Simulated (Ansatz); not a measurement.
`F[SiH](Cl)S[SiH2]Cl`, charge 0, multiplicity 1.

(1) Give a relaxed structure at PBE0-D4/def2-TZVP (Ansatz). (Best estimate.)

Results:

(1) The calculation gave: 
Z-matrix (Å, degrees):
```
Si
Cl 1 2.030
S 1 2.116 2 107.1
F 1 1.589 2 109.0 3 -119.0
H 1 1.470 2 109.3 3 123.5
Si 3 2.134 1 99.3 2 -163.4
Cl 6 2.051 3 111.6 1 -53.6
H 6 1.477 3 105.1 1 -171.8
H 6 1.476 3 111.4 1 66.3
```
This is one stationary point; other conformers may exist.
